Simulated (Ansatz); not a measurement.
# Which method gave which barrier?

Saddle point of AlAsH6SO2, closed shell (AlH₃SO₂ ([OH][Al]([OH])[SH]) + AsH₃ → AlAsH₄O₂ ([OH][Al]([OH])[AsH2]) + H₂S (still joined by a long Al–S bond); bonds formed: S2–H5; bonds broken: H5–As6; bonds weakened to dative contacts: Al1–S2), PBE0-D4/def2-TZVP structure:

Al1  (-0.535, -0.066, -0.552)
S2  (1.642, 0.563, -1.277)
O3  (-1.004, -1.574, -1.183)
O4  (-1.425, 1.388, -0.602)
H5  (1.797, 0.079, 0.338)
As6  (0.658, -0.488, 1.608)
H7  (1.447, 1.844, -0.918)
H8  (-1.253, -1.718, -2.094)
H9  (-2.347, 1.445, -0.360)
H10  (0.336, 0.375, 2.797)
H11  (0.683, -1.850, 2.244)
(Å)

Computed with Ansatz 0.2.0 (basis: def2-TZVPP, with def2-QZVPP for the basis limit); correlated methods freeze the cores. Filled d shells of the heavier atoms are correlated. The def2 sets are not built for correlating such inner shells, so the correlated values are less sure here. B3LYP uses VWN-RPA correlation. Extrapolation: Hartree–Fock as exp(−7.88 √X), correlation as X^−2.97. Four methods, as single points on the PBE0-D4 structures, gave these electronic barriers from the start structure: 109.9, 121.6, 127.4, 183.2 kJ/mol.

(1) The methods were, in alphabetical order, B3LYP-D4, BLYP-D4, HF, MP2. Which gave which? (Judge from chemistry; the calculation decides.)

The T1 diagnostic stays at or below 0.012.

Results:

(1) By the calculation: BLYP-D4 109.9; B3LYP-D4 121.6; MP2 127.4; HF 183.2 kJ/mol. For comparison, CCSD(T) at an estimated basis limit (MP2 extrapolated from triple and quadruple zeta, plus CCSD(T) − MP2 in triple zeta) gives 129.8 kJ/mol.

Labels in which every atom is bracketed show which atoms are joined, not bond orders.

For scale, one of the runs: CCSD(T)/def2-TZVPP, 278 basis functions, launched by `ansatz run in.yaml --threads 8 --pin off --events-out ev --progress --plain --max-ram 19148MiB`. Time: 3.4 min of wall clock on 8 CPU threads of an Arm Neoverse V2; the host was shared. Peak host memory: 7.6 GiB.
